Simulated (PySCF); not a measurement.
**Electron correlation in Pb⁺ (lead, charge +1)**

[Xe] 4f14 5d10 6s2 6p1, 2P determinant. Computed with PySCF 2.14 in aug-cc-pVTZ-DK3 (9s8p6d3f, 84 functions), with the spin-free X2C one-electron Hamiltonian (Gaussian nucleus). Frozen: [Xe] 4f14 5d10; 3 electrons correlated.

MP2 pair energies summed by pair of shells (mhartree):

```json
{"pair": "6s-6s", "energy": "-15.52", "share (%)": "56.9"}
{"pair": "6s-6p", "energy": "-11.76", "share (%)": "43.1"}
```

Total MP2 correlation energy: -27.28 mhartree.

Same-spin part -2.16 and opposite-spin part -25.12 mhartree; SCS-MP2 scales them by 1/3 and 6/5 to -30.87 mhartree.
